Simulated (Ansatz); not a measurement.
**AlCuOS: where a starting geometry ends**

The starting geometry of this gas-phase singlet was optimised with GFN2-xTB.

```csv
atom,x (Å),y (Å),z (Å)
Al,-3.5954,-2.4733,-1.2115
Cu,-5.0682,-4.0314,0.0741
O,-4.0793,-1.4193,-2.2700
S,-2.9295,-3.9338,0.2518
```

Problem. Where would you expect an optimisation with PBE0-D3(BJ)/pcseg-1 to take it?

Solution. It keeps its bonds. Distances that change by over a tenth: Al1–Cu2 (2.50 → 2.77 Å).

The energy falls by 0.11 eV over 7 steps:

| step | E − E(last) (eV) |
| --- | --- |
| 1 | 0.115 |
| 2 | 0.038 |
| 3 | 0.005 |
| 4 | 0.003 |
| 5 | 0.000 |
| 6 | 0.000 |
| 7 | 0.000 |

Final geometry (Å):

```csv
atom,x (Å),y (Å),z (Å)
Al,-3.5186,-2.4288,-1.2446
Cu,-5.1133,-4.1749,0.2041
O,-4.0441,-1.3529,-2.3279
S,-2.9965,-3.9011,0.2128
```

Frequencies at the end are all real (lowest 67 cm⁻¹). Run with Ansatz 0.2.0, 22 s on 1 thread of Arm Neoverse V1, with other jobs on the host.
